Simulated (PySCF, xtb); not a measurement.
Pb(OH)(SH) (H₂OPbS), SMILES [OH][Pb][SH] (connectivity only; charge and spin as stated), neutral, multiplicity 1.

GFN2-xTB (xtb) at its own geometry gives an orbital gap of 2.78 eV and a dipole moment of 5.01 D.

The structure is a stationary point at PBE-D3(BJ)/def2-TZVP. The def2 effective core potentials stand for the cores of Pb; spin–orbit coupling is left out. The values are those of a single conformer.

What does B3LYP/def2-TZVPD in PySCF give? (An estimate is asked for; the answer gives what the named calculation found.)

gap 4.35 eV (levels -7.05 and -2.70 eV), dipole 3.01 D.
